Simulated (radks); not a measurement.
Values are calculated unless marked as measured or tabulated.
All-electron atom: the europium ion Eu3+ in [Xe] 4f5 6s1 (not the ground configuration). Code: a radial shooting solver on a logarithmic mesh with Libxc functionals. Model: scalar-relativistic Kohn-Sham, BLYP, spin-polarised, spherical densities, finite nucleus; open shells are filled with parallel spins first (spin-orbit coupling, left out, can overturn this in heavy ions); Fermi nuclear charge, rms radius 5.1115 fm.

Local quantities along the radius. ELF = 1/(1 + alpha^2) is the electron localisation function; alpha = (tau - tau_W)/tau_unif compares the Pauli kinetic energy density with that of the uniform gas (summed over spins); -r V(r) is the screened charge that the Kohn-Sham potential of spin up presents (atomic units). tau is taken from the large components.

r (bohr)    ELF    alpha  -r V(r)
0.001951  0.999  0.02673    62.35
0.002253  0.999  0.02805    62.24
0.002623  0.999  0.02988    62.11
0.003053  0.999  0.03226    61.95
0.003526  0.999  0.03519    61.78
0.004105  0.998  0.03922    61.57
0.004741  0.998  0.04424    61.35
0.005519  0.997  0.05133    61.07
0.006425  0.996  0.06104    60.76
0.007421  0.995  0.07379    60.41
0.008639  0.991  0.09291    60.00
0.01006   0.986   0.1211    59.53
0.01161   0.975   0.1609    59.02
0.01352   0.952   0.2256    58.41
0.01562   0.907   0.3210    57.77
0.01818   0.814   0.4778    57.00
0.02116   0.663   0.7135    56.14
0.02444   0.497    1.007    55.23
0.02845   0.368    1.310    54.15
0.03286   0.326    1.439    53.03
0.03825   0.368    1.311    51.73
0.04453   0.486    1.028    50.31
0.05143   0.620   0.7834    48.85
0.05987   0.718   0.6275    47.16
0.0697    0.744   0.5861    45.32
0.0805    0.696   0.6613    43.45
0.09371   0.557   0.8919    41.34
0.1082    0.401    1.222    39.22
0.126     0.337    1.401    36.88
0.1467    0.424    1.165    34.48
0.1694    0.591   0.8317    32.17
0.1972    0.721   0.6227    29.68
0.2296    0.742   0.5901    27.16
0.2651    0.628   0.7697    24.80
0.3087    0.353    1.354    22.34
0.3565    0.219    1.891    20.04
0.415     0.353    1.355    17.75
0.4831    0.627   0.7713    15.57
0.5579    0.733   0.6035    13.56
0.6495    0.698   0.6585    11.62
0.7501    0.554   0.8966    10.01
0.8733    0.371    1.302    8.565
1.017     0.322    1.452    7.377
1.174     0.437    1.135    6.465
1.367     0.609   0.8013    5.678
1.591     0.662   0.7150    5.039
1.838     0.559   0.8885    4.567
2.139     0.332    1.419    4.206
2.471     0.211    1.937    3.975
2.876     0.296    1.543    3.837
3.348     0.623   0.7771    3.715
3.867     0.878   0.3725    3.576
4.502     0.966   0.1871    3.447
5.241     0.988   0.1079    3.349
6.053     0.995  0.07372    3.276
7.046     0.997  0.05776    3.211
8.138     0.997  0.05427    3.160

On this mesh the ELF has minima near r = 0.033, 0.13, 0.36, 1.0, 2.5 bohr, which separate the shells, and maxima near 0.070 (0.74), 0.23 (0.74), 0.56 (0.73), 1.6 (0.66).
